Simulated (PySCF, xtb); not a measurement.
Si(Cl)(Br)(OH)(OMe) (CH4BrClO2Si), SMILES CO[Si](O)(Cl)Br.

GFN2-xTB in xtb at its own geometry gives an orbital gap of 7.18 eV and a dipole moment of 4.77 D.

Geometry: B3LYP-D3(BJ)/def2-SVP. Other conformers were not sampled.

Task: What does M06-2X/def2-TZVP in PySCF give? (An estimate is asked for; the answer gives what the named calculation found.)

Result: gap 10.72 eV (levels -9.92 and 0.80 eV), dipole 1.76 D.
